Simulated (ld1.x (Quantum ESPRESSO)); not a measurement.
## What one change does to a pseudopotential (nitrogen (N), TM)

ld1.x (Quantum ESPRESSO) 7.5 input, shortened:

```
&input
   title='N', zed=7., rel=0, dft='PZ', iswitch=3,
   config='[He] 2s2 2p3'
 /
 &inputp
   pseudotype=2, tm=.true., lloc=0,
   nlcc=.true., rcore=0.80
 /
2
2P  2  1   3.00   0.00  1.75  1.75  0.0
2S  1  0   2.00   0.00  0.85  0.85  0.0
 &test
   configts(1)='2s2 2p3'
 /
```

Change: type RRKJ; local potential all-electron potential smoothed inside 1.10 bohr (lloc = -1).

Cutoffs: the cutoffs (Ry, on a coarse ladder) from which the occupation-weighted sum of valence levels, in a spherical-Bessel basis at the reference potential, stays within 10 and 1 mRy of its value at 400 Ry; they do not see the model core or the augmentation charge, which bear on the density cutoff. Errors are all-electron minus pseudo energies relative to the spin-unpolarised reference configuration.

How do hardness, ghosts and transferability respond?

The potential gets neither clearly harder nor softer (55 Ry and 140 Ry → 70 Ry and 110 Ry); of the 9 tests that both files solve, the error grows in 4 and shrinks in 2 by more than 15 % and 0.3 meV (median size 47.2 → 40.7 meV); neither file shows a bound ghost.

| quantity | base | changed |
| --- | --- | --- |
| cutoff, loose | 55 Ry | 70 Ry |
| cutoff, tight | 140 Ry | 110 Ry |
| loose cutoff by channel (10 mRy a level) | p 35 Ry, s 45 Ry | s 60 Ry, p 35 Ry |
| bound ghosts | none | none |
| error for 2s2 2p2, meV [ΔE 13.74 eV] | +23 | +31 |
| error for 2s2 2p1, meV [ΔE 42.71 eV] | +234 | +297 |
| error for 2s2 2p0, meV [ΔE 89.88 eV] | +1036 | +1272 |
| error for 2s2 2p3.3, meV [ΔE -1.67 eV] | +0.2 | +0.3 |
| error for 2s1 2p4, meV [ΔE 11.17 eV] | +11 | +9.1 |
| error for 2s0 2p5, meV [ΔE 22.39 eV] | +47 | +39 |
| error for 2s1 2p3, meV [ΔE 25.16 eV] | -29 | -41 |
| error for 2s2 2p3 (spin-polarised), meV [ΔE -2.89 eV] | +181 | +157 |
| error for 2s2 2p2 (spin-polarised), meV [ΔE 12.05 eV] | +132 | +119 |
| s: phases at 1.91 bohr within 0.05 rad from the reference energy up to (Ry; the scan ends near 5) | 3.7 | 3.7 |
| p: phases at 1.91 bohr within 0.05 rad from the reference energy up to (Ry; the scan ends near 5) | 2.7 | 2.5 |
